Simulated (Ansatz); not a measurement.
Coupled-cluster run, `Cc1c(F)c(F)c(F)c(F)c1F`.

```yaml
crystal:
  periodic: [false, false, false]
  atoms:
    - {symbol: C, position_ang: [-1.162808, -1.784192, -0.701314]}
    - {symbol: C, position_ang: [-0.385487, -0.594375, -0.238179]}
    - {symbol: C, position_ang: [-0.861611, 0.697319, -0.404529]}
    - {symbol: F, position_ang: [-2.037549, 0.893064, -0.997448]}
    - {symbol: C, position_ang: [-0.156459, 1.809240, 0.022728]}
    - {symbol: F, position_ang: [-0.643916, 3.027875, -0.156857]}
    - {symbol: C, position_ang: [1.069529, 1.640162, 0.643607]}
    - {symbol: F, position_ang: [1.754989, 2.692648, 1.058642]}
    - {symbol: C, position_ang: [1.574598, 0.364223, 0.828206]}
    - {symbol: F, position_ang: [2.747367, 0.196974, 1.421141]}
    - {symbol: C, position_ang: [0.844101, -0.726495, 0.389155]}
    - {symbol: F, position_ang: [1.356382, -1.940234, 0.581758]}
    - {symbol: H, position_ang: [-1.826846, -2.147367, 0.087838]}
    - {symbol: H, position_ang: [-0.493103, -2.599345, -0.972319]}
    - {symbol: H, position_ang: [-1.779195, -1.529474, -1.562429]}
basis:
  gaussian: {orbitals: def2-TZVPP}
correlation: {method: ccsd_t}
output: {orbitals: {seedname: orbitals}}
```

```sh
$ ansatz run in.yaml --threads 4 --pin off --events-out ev --progress --plain --max-ram 66560MiB --backend cuda --devices 0, --max-vram 37GiB
```

Log, shortened:

```
Functional definition: HF
2680 factors; integrals over basis functions are off by at most 7.5e-4 eV
mean field evaluation 1: about -20791.4201 eV, gradient 4.8e1 eV
mean field evaluation 2: about -20792.0209 eV, gradient 4.8e1 eV
mean field evaluation 4: about -20797.0711 eV, gradient 7.2e0 eV
mean field evaluation 8: about -20797.1932 eV, gradient 3.4e-1 eV
mean field -20797.19372259 eV, -764.2827724610 hartree, gradient 7.6e-6 eV, S^2 0.000000; 0 other end points of the search recorded, 0 dependent functions left out; unrestricted orbitals would lower it
12 core orbitals not correlated: weight in the atoms' cores, before any rotation towards them, 1.000 or more for the frozen orbitals, at most 0.000 for the correlated occupied ones
reference -20797.19372259 eV, -764.2827724610 hartree; 33, 33 occupied and 369, 369 virtual orbitals, 2680 factors
second order -62.93114882 eV of doubles, -0.00000000 eV of singles
cycle   1  -61.60536138 eV  change     1.3e0 eV  update   1.7e-1
cycle   2  -62.99296404 eV  change    -1.4e0 eV  update   5.8e-2
cycle   3  -63.32687945 eV  change   -3.3e-1 eV  update   2.5e-2
cycle   4  -63.30531692 eV  change    2.2e-2 eV  update   6.5e-3
cycle   5  -63.29600282 eV  change    9.3e-3 eV  update   2.9e-3
cycle   6  -63.29923724 eV  change   -3.2e-3 eV  update   8.7e-4
cycle   7  -63.29951608 eV  change   -2.8e-4 eV  update   3.0e-4
cycle   8  -63.29917744 eV  change    3.4e-4 eV  update   9.8e-5
cycle   9  -63.29914000 eV  change    3.7e-5 eV  update   4.0e-5
perturbative correction -2.63615312 eV, -0.0968768402 hartree
Total energy: -20863.12901571 eV, -766.7058497906 hartree
```

Run time 35 s (4 threads of an AMD EPYC 7R13 on a shared host and a share of an NVIDIA H100 80 GB); peak host memory 0.91 GiB.

Correlation energy per correlated electron: -0.999 eV. T1 diagnostic: 0.0122.
